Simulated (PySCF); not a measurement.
Compound: bromotrifluorosilane, BrF3Si.
Geometry (PBE0-D3(BJ)/def2-SVP, Å), atoms numbered from 1 in this order:
```xyz
5
BrF3Si angstrom
F     -0.729    1.452   -0.129
Si    -0.092   -0.004   -0.010
F     -0.659   -0.695    1.310
F     -0.573   -0.858   -1.266
Br     2.069    0.110    0.062
```

Theory: PySCF, TDDFT B3LYP/def2-SVPD, vertical, gas phase, core orbitals frozen in the response. The B3LYP/def2-SVPD calculation is non-relativistic and has no spin–orbit coupling, an omission that weighs most on bromine.

Transition dipole moments from the ground state, in atomic units and in the frame of the coordinates above (overall signs are arbitrary), for the states with f of 0.002 or more among the lowest 10:

```json
{"state": "S1", "E (eV)": "7.252", "μx": "0.004", "μy": "-0.260", "μz": "0.300"}
{"state": "S2", "E (eV)": "7.254", "μx": "0.024", "μy": "-0.300", "μz": "-0.260"}
{"state": "S4", "E (eV)": "8.992", "μx": "-0.001", "μy": "0.131", "μz": "-0.189"}
{"state": "S5", "E (eV)": "8.997", "μx": "-0.013", "μy": "0.184", "μz": "0.124"}
{"state": "S6", "E (eV)": "9.064", "μx": "-0.024", "μy": "0.254", "μz": "0.238"}
{"state": "S7", "E (eV)": "9.066", "μx": "0.002", "μy": "-0.234", "μz": "0.251"}
{"state": "S8", "E (eV)": "9.283", "μx": "0.153", "μy": "0.008", "μz": "0.000"}
{"state": "S9", "E (eV)": "9.398", "μx": "-0.004", "μy": "0.300", "μz": "-0.353"}
{"state": "S10", "E (eV)": "9.401", "μx": "0.029", "μy": "-0.352", "μz": "-0.300"}
```

**Question.** What oscillator strength does each state have?

**Answer.** f = (2/3) ΔE |μ|² with ΔE in hartree (27.2114 eV).

| state | \|μ\|² (au) | \|μ\| (D) | f |
| --- | --- | --- | --- |
| S1 | 0.157 | 1.01 | 0.028 |
| S2 | 0.158 | 1.01 | 0.028 |
| S4 | 0.053 | 0.58 | 0.012 |
| S5 | 0.049 | 0.56 | 0.011 |
| S6 | 0.122 | 0.89 | 0.027 |
| S7 | 0.118 | 0.87 | 0.026 |
| S8 | 0.023 | 0.39 | 0.005 |
| S9 | 0.214 | 1.18 | 0.049 |
| S10 | 0.214 | 1.18 | 0.049 |

**Question.** Label these states by symmetry in C3v.

**Answer.** From a totally symmetric ground state, an allowed state transforms like the component of the dipole operator along its μ. Polarised along the main axis, so A1: S8. Polarised across the main axis, so E: S1, S2, S4, S5, S6, S7, S9 and S10.

**Question.** What peak molar absorption coefficient would the strongest computed level give as a lone Gaussian band 0.4 eV wide at half height?

**Answer.** ε(max) = 2.175×10⁸ f / FWHM, with the width in cm⁻¹. S9/S10 (f summed): 2.175×10⁸ × 0.0988 / 3226 ≈ 6700 L mol⁻¹ cm⁻¹.

S1/S2, S4/S5, S6/S7 and S9/S10 coincide within about 0.01 eV; within a degenerate level the directions of the single components are arbitrary.

The vertical ionisation energy (ΔSCF) is 12.40 eV, 3.00 eV above S10.
